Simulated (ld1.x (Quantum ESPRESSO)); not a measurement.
# Transferability test, TM potential for Ti (Z = 22)

```
Element                 : titanium (Ti)
Generator               : ld1.x (Quantum ESPRESSO) 7.5
Type                    : norm-conserving Troullier–Martins (Kleinman–Bylander form)
Functional              : PBE
Relativity              : scalar-relativistic
Frozen core             : [Ne]
Valence charge          : 12
Reference configuration : 3s2 3p6 3d2 4s2 4p0
Partial waves           : 3p (bound): rc 0.90 bohr; 3d (bound): rc 0.90 bohr; 3s (bound): rc 1.25 bohr
Local potential         : the s channel
Core correction         : none
```

Occupied shells without a wave of their own: 4s. They enter only through the test configuration that unscreens the potential.

Energies are relative to the spin-unpolarised reference configuration 3s2 3p6 3d2 4s2 4p0; without spin polarisation the order of configurations can differ from experiment.

```
valence configuration  charge  ΔE all-electron (eV)  error AE − PS (meV)
  3s2 3p6 3d2 4s1 4p0      +1                 7.347                 -198
  3s2 3p6 3d1 4s0 4p0      +3                47.867                 -817
  3s1 3p6 3d2 4s2 4p0      +1                69.655                  +43
  3s2 3p5 3d2 4s2 4p0      +1                45.557                  +57
  3s2 3p6 3d1 4s2 4p1       0                 4.672                  +72
```

(1) What are ΔE and the potential's error for 3s2 3p6 3d2 4s0 4p0?

(2) What are ΔE and the potential's error for 3s2 3p6 3d2 4s0 4p1?

Results:

(1) ΔE = 20.919 eV all-electron; the error (AE − PS) is -523 meV.

(2) ΔE = 11.123 eV all-electron; the error (AE − PS) is -380 meV.

The 4s level has no wave, so the channel is fitted at the deeper level alone: the likely source of the large errors.
